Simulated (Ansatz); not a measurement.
Reaction (formal loss of a carbene): `FC[SiH2][SeH]` → `[CH]F` + `[SiH3][SeH]`

Computed with Ansatz on PBE0-D4/def2-TZVP structures; ΔE is electronic, products minus reactants. CBS: MP2 limit from def2 TZ/QZ plus the TZ coupled-cluster correction, frozen cores. This one scheme is used for every species. DFT in def2-TZVPP. For Se outer-core shells are correlated without core-valence functions, which leaves a few kJ/mol of doubt a bond. Scalar relativity is left out up to krypton. Each species was taken in one conformer, which may not be the lowest.

| level | ΔE (eV) |
| --- | --- |
| r2SCAN-D4 | 4.15 |
| revPBE | 3.81 |

Question: What does CCSD(T)/CBS give? (Best estimate.)

Answer: The calculation gave: +3.93 eV. The listed levels differ from it by 0.22, -0.12 eV.

Largest T1 diagnostic among the species: 0.018.

From r2SCAN to r2SCAN0 (25 % exact exchange), in def2-TZVPP and without D4, ΔE moves by +0.03 eV. Leaving LDA and LC-ωPBE aside and taking each functional with its dispersion term where it has one, the values, not all of them listed here, spread over 0.36 eV, from BLYP-D4 to r2SCAN0-D4. LDA lies +0.55 eV from PBE without D4. The D4 term adds +0.12 eV with B3LYP and +0.06 eV with PBE0; it sums over pairs of atoms, weighted by their polarisabilities, and B3LYP, whose exchange is more repulsive, gets the larger term.

CCSD(T)/CBS has its own doubt, a few kJ/mol and more with outer-core shells, so smaller differences from it don't rank the levels.

B3LYP here is the variant with VWN-RPA as its local correlation; programs differ in this.
